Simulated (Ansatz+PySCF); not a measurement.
## singlet CuH: levels of theory in one basis

```yaml
atoms:
  - { symbol: Cu, position_ang: [0.0000, 0.0000, -0.0984] }
  - { symbol: H, position_ang: [0.0000, 0.0000, 2.8538] }
```

Basis set: STO-3G (spherical functions). Correlated methods keep 5 orbitals frozen. Charge 0, multiplicity 1.

Computed with Ansatz (development build ahead of 0.2.0); each method stands on the lowest determinant of its kind that the runs found. NEVPT2 correlates all electrons. Active spaces start from the frontier orbitals, and the lowest solution found is given.

```json
{"method": "RHF", "E − E(RHF) (eV)": "0.00", "<S²> of the determinant": "0.00"}
{"method": "UHF", "E − E(RHF) (eV)": "-6.82", "<S²> of the determinant": "2.02"}
{"method": "RHF-MP2", "E − E(RHF) (eV)": "-2.25", "<S²> of the determinant": "–"}
{"method": "UHF-MP2", "E − E(RHF) (eV)": "-7.24", "<S²> of the determinant": "2.02"}
{"method": "RHF-CCSD(T)", "E − E(RHF) (eV)": "-5.86", "<S²> of the determinant": "–"}
{"method": "UHF-CCSD(T)", "E − E(RHF) (eV)": "-7.75", "<S²> of the determinant": "2.02"}
{"method": "RHF-CCSDT(Q)", "E − E(RHF) (eV)": "-5.83", "<S²> of the determinant": "–"}
{"method": "full CI (lowest root of this spin)", "E − E(RHF) (eV)": "-7.61", "<S²> of the determinant": "–"}
{"method": "CASSCF(2,2)", "E − E(RHF) (eV)": "-2.51", "<S²> of the determinant": "–"}
{"method": "SC-NEVPT2(2,2)", "E − E(RHF) (eV)": "-3.42", "<S²> of the determinant": "–"}
```

(1) What does RHF-CCSD give on the same scale?

(2) Is a single determinant a sound starting point here?

Answers

(1) -5.73 eV.

Unrestricted totals that lie under full CI have fallen onto a higher spin multiplicity. At such a shape the full CI root can have another spatial symmetry than the determinants, so the rows needn't describe one state.

(2) It is doubtful. Unrestricted orbitals lower Hartree–Fock by 6.82 eV and <S²> is 2.02 where a pure state has 0.00, a sign of strong static correlation. The CASSCF(2,2) natural occupations are 1.57, 0.43.

Caution: another spin multiplicity may lie lower. Caution for RHF, RHF-MP2, RHF-CCSD, RHF-CCSD(T), RHF-CCSDT(Q): an unrestricted determinant lies well below. Caution for UHF, UHF-MP2, UHF-CCSD(T): the unrestricted determinant is a mixture of spin states; the determinant breaks the point group. Caution for RHF-MP2, UHF-MP2, RHF-CCSD, RHF-CCSDT(Q): large amplitudes, a single reference is doubtful. Caution for RHF-CCSD(T), UHF-CCSD(T): very large amplitudes, the method is breaking down. Caution for RHF-CCSD(T), RHF-CCSDT(Q): the amplitudes may be one of several solutions. Caution for UHF-CCSD(T): the program doubts this total. Caution for CASSCF(2,2), SC-NEVPT2(2,2): other starts end on other solutions of this active space.
